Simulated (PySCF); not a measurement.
**Molecular orbitals of PrSi**

PBE at R = 2.830 Å; PySCF, spin-free X2C with a Gaussian nucleus, basis sets Pr x2c-TZVPall, Si x2c-TZVPall. State: sextet, about 2.7 electrons in the 4f shell (Mulliken), real f orbitals that mix terms. Only the outer orbitals are listed, counted within each symmetry.

| spin | orbital | occ. | ε (eV) | on Pr (%) | main shells (%) |
| --- | --- | --- | --- | --- | --- |
| α | 15σ | 1 | -10.04 | 7 | 93 Si s |
| α | 8π | 1 | -4.19 | 31 | 68 Si p, 26 Pr d |
| α | 8π | 1 | -4.18 | 31 | 68 Si p, 25 Pr d |
| α | 16σ | 1 | -4.13 | 39 | 56 Si p, 26 Pr s, 9 Pr d |
| α | 17σ | 1 | -3.29 | 100 | 62 Pr f, 34 Pr s |
| α | 3δ | 1 | -3.28 | 100 | 99 Pr f |
| α | 1φ | 1 | -3.21 | 100 | 98 Pr f |
| α | 18σ | 0 | -3.05 | 93 | 33 Pr f, 31 Pr d, 27 Pr s |
| α | 9π | 0 | -2.63 | 100 | 93 Pr f |
| α | 9π | 0 | -2.57 | 100 | 93 Pr f |
| β | 15σ | 1 | -8.76 | 9 | 91 Si s |
| β | 16σ | 1 | -3.48 | 52 | 45 Si p, 40 Pr s |
| β | 8π | 0 | -2.79 | 42 | 57 Si p, 38 Pr d |
| β | 8π | 0 | -2.79 | 43 | 56 Si p, 40 Pr d |
| β | 17σ | 0 | -2.66 | 80 | 43 Pr s, 35 Pr d, 19 Si p |

Problem. Which are the highest filled and the lowest empty level, where do they sit, and how wide is the gap?

Solution. Highest filled α 1φ at -3.21 eV (in %: 98 Pr f); lowest empty α 18σ at -3.05 eV (in %: 33 Pr f, 31 Pr d, 27 Pr s); the gap at PBE is 0.16 eV.

The bond order (Mayer) is 1.99, the ⟨S²⟩ is 8.774 and the charge on Pr (Mulliken, basis-dependent) is 0.34. The charge on Pr (Löwdin, basis-dependent) is 0.02. The dipole moment (positive dipole means Pr(−)Si(+)) is -4.29 D.

Spin–orbit coupling is left out. The state is the lowest single determinant that the PBE0 search found; with open d or f shells the true ground state can be another one.
